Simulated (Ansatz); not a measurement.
`C1[O][GeH2][O]1`, charge 0, multiplicity 1.

(1) Give a relaxed structure at PBE0-D4/def2-TZVP (the Gaussian-basis code of Ansatz). (Best estimate.)

Results:

(1) Computed: 
```xyz
8

C     0.242    0.973   -0.519
O     0.501   -0.351   -0.975
Ge   -0.247   -0.991    0.528
O    -0.393    0.787    0.742
H    -0.426    1.497   -1.214
H     1.180    1.531   -0.400
H    -1.572   -1.747    0.339
H     0.714   -1.699    1.498
```
Point group C2v.
